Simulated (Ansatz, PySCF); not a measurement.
Species: SrCl$_{2}$, charge -1, multiplicity 2. 
Structure (B3LYP-D3(BJ)/def2-TZVP (Ansatz, an electronic-structure program) minimum search):
```xyz
3

Sr    -0.0805    -0.5483    -0.2154
Cl     1.8022     1.0055    -1.3994
Cl    -1.6222     0.2200     1.8809
```
Charge -1, spin multiplicity 2.

Total electronic energies in hartree. Correlated levels leave the core frozen unless marked. UHF or UKS for open shells. No spin-orbit coupling. The frozen core is the preceding noble-gas configuration, with the filled d and f shells of earlier blocks. The outer core of K, Ca and their heavier congeners is not correlated, a term that matters for these elements. Past Kr the def2 sets carry scalar-relativistic core potentials. CBS marks a two-point X^-3 extrapolation of the correlation energy; Hartree-Fock from the larger set. The bracket is a focal-point correction in the basis named.

```tsv
level	program	energy (Eh)
HF/def2-SVP	Ansatz	-949.28667
BLYP-D4/def2-TZVPD	Ansatz + dftd4	___
TPSS-D3(BJ)/def2-TZVPD	PySCF + dftd3	-951.39900
B3LYP/def2-TZVPD	PySCF	___
LC-wPBE-D3(BJ)/def2-TZVPD	Ansatz + dftd3	___
RI-MP2/def2-QZVPPD	Ansatz	-950.08817
CCSD/def2-SVP	Ansatz	-949.58961
CCSD(T)/def2-TZVPP	Ansatz	-950.06056
RI-MP2/CBS(def2-TZVPPD,def2-QZVPPD)+[CCSD(T)-MP2]/def2-TZVPPD	Ansatz	-950.1693
```

Problem. Complete the blanks.

Solution. 
- BLYP-D4/def2-TZVPD, energy (Eh): -951.32427
- B3LYP/def2-TZVPD, energy (Eh): -951.40707
- LC-wPBE-D3(BJ)/def2-TZVPD, energy (Eh): -951.13510
